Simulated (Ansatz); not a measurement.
A run for Ansatz (a program for electronic structure): U-B3LYP/def2-TZVPP on C4H6 (SMILES [CH2]C([CH2])=C), 2S+1 = 1, a spin state set in the input, which need not be the lowest, at the other state's geometry.

Ansatz 0.2 input:
```yaml
crystal:
  periodic: [false, false, false]
  atoms:
    - {symbol: C, position_ang: [-0.64894317, 1.25090905, 0.00400801]}
    - {symbol: C, position_ang: [-0.00000000, -0.00000000, 0.00000000]}
    - {symbol: C, position_ang: [1.40775766, -0.06350909, 0.01008646]}
    - {symbol: C, position_ang: [-0.75881449, -1.18739997, -0.01409447]}
    - {symbol: H, position_ang: [-1.72767262, 1.31865644, -0.00358576]}
    - {symbol: H, position_ang: [-0.08308297, 2.17177334, 0.01476936]}
    - {symbol: H, position_ang: [1.92234311, -1.01403425, 0.00720164]}
    - {symbol: H, position_ang: [2.00574362, 0.83682392, 0.02094276]}
    - {symbol: H, position_ang: [-1.83926013, -1.15773909, -0.02197100]}
    - {symbol: H, position_ang: [-0.27807100, -2.15548037, -0.01735700]}
basis:
  gaussian:
    orbitals: def2-TZVPP
hamiltonian:
  xc: {name: B3LYP}
magnetization: {spin_polarized: true, initial_magnetization: 0}
```

The log:

```
WARN ansatz: RAYON_NUM_THREADS=1 ignored (pool sized by the plan → 1); use --threads N
Functional definition: B3LYP
integrals: 0.09 GiB planned
1074 factors; their error is unknown
mean field: 1.19 GiB planned
mean field evaluation 1: about -4232.1584 eV, gradient 4.6e1 eV
mean field evaluation 2: about -4214.4374 eV, gradient 7.0e1 eV
mean field evaluation 4: about -4237.0105 eV, gradient 3.2e1 eV
mean field evaluation 8: about -4239.8954 eV, gradient 2.1e1 eV
mean field evaluation 16: about -4244.2429 eV, gradient 1.4e0 eV
mean field evaluation 32: about -4244.2649 eV, gradient 2.3e-5 eV
mean field evaluation 64: about -4244.2733 eV, gradient 5.4e-1 eV
mean field evaluation 96: about -4242.7927 eV, gradient 1.2e-1 eV
mean field evaluation 128: about -4244.2649 eV, gradient 1.3e-5 eV
mean field -4244.26493579 eV, -155.9738595242 hartree, gradient 8.0e-6 eV, S^2 1.008142; 10 other end points of the search recorded, 0 dependent functions left out
reference -4244.26518809 eV, -155.9738687959 hartree; 15, 15 occupied and 193, 193 virtual orbitals, 1074 factors
Total energy: -4244.26518809 eV, -155.9738687959 hartree
```

The calculation finished and met its thresholds. Its determinant has ⟨S²⟩ = 1.01, a mixture of spin states.

Cost: roughly 60 core-seconds.
